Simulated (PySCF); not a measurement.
**Correlation energy of Pb²⁺ (lead, charge +2)**

[Xe] 4f14 5d10 6s1 6d1, high-spin 3D determinant (an excited configuration). All numbers are calculated (PySCF 2.14, a scalar-relativistic core potential, in aug-cc-pVTZ-PP with ECP60MDF). Frozen: 5s2 5p6 5d10; 2 electrons correlated.

Total MP2 correlation energy: -4.23 mhartree.

Same-spin part -4.23 and opposite-spin part 0.00 mhartree; SCS-MP2 scales them by 1/3 and 6/5 to -1.41 mhartree.
